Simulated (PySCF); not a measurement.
All of these have the formula C2H10O2Si2. Level of theory: TDDFT CAM-B3LYP/def2-SVPD, vertical, gas phase, core orbitals frozen in the response (PySCF). Geometries: GFN2-xTB; one conformer of each isolated species. Triplets are in the Tamm–Dancoff approximation.

A. `CO[SiH2][SiH2]OC`
B. `OCC[SiH2]O[SiH3]`
C. `O(C)C[SiH2]O[SiH3]`
D. `[SiH3]COCO[SiH3]`

Lowest singlet levels (six at most, fewer where fewer were computed) with oscillator strengths:

1. 212 nm (f 0.027); 189 nm (f 0.003); 183 nm (f 0.014); 175 nm (f 0.033); 169 nm (f 0.010); 163 nm (f 0.004); T1 5.26 eV
2. 179 nm (f 0.001); 171 nm (f 0.001); 170 nm (f 0.012); 159 nm (f 0.001); 154 nm (f 0.013); 151 nm (f 0.039); T1 6.65 eV
3. 173 nm (f 0.005); 161 nm (f 0.024); 154 nm (f 0.015); 152 nm (f 0.047); 150 nm (f 0.004); 149 nm (f 0.008); T1 6.86 eV
4. 174 nm (f 0.012); 169 nm (f 0.009); 166 nm (f 0.004); 163 nm (f 0.027); 156 nm (f 0.031); 153 nm (f 0.001); T1 6.88 eV

**Question.** Match each spectrum to its molecule.

**Answer.** 1 = A, 2 = B, 3 = D, 4 = C.
- A: S1 at 5.86 eV, HOMO→LUMO (94%); Löwdin shares by element: HOMO oxygen 40%, silicon 35% (atoms not listed hold the other 26%); LUMO silicon 48%, hydrogen 13% or more (atoms not listed hold the other 39%); HOMO -8.95 and LUMO 0.31 eV.
- B: S1 at 6.94 eV, HOMO-2→LUMO (39%), HOMO→LUMO (38%), HOMO→LUMO+1 (9%); Löwdin shares by element: HOMO oxygen 30%, carbon 19% or more, silicon 13% or more (atoms not listed hold the other 38%); LUMO oxygen 28% or more, carbon 14% or more, hydrogen 14% or more, silicon 12% or more (atoms not listed hold the other 31%); HOMO -9.23 and LUMO 0.93 eV.
- C: S1 at 7.14 eV, HOMO→LUMO (55%), HOMO→LUMO+1 (19%); Löwdin shares by element: HOMO oxygen 60% or more, carbon 20%, hydrogen 5% or more (atoms not listed hold the other 16%); LUMO silicon 43%, oxygen 10% or more, hydrogen 8% or more (atoms not listed hold the other 40%); HOMO -9.15 and LUMO 1.06 eV.
- D: S1 at 7.17 eV, HOMO-1→LUMO (41%), HOMO→LUMO (40%); Löwdin shares by element: HOMO oxygen 57%, carbon 19% (atoms not listed hold the other 24%); LUMO silicon 32% or more, hydrogen 18% or more, carbon 9% or more (atoms not listed hold the other 42%); HOMO -9.52 and LUMO 0.92 eV.
C and D have S1 within 0.04 eV of each other; their strongest listed levels stand at 7.94 eV (f 0.031) and 8.18 eV (f 0.047).
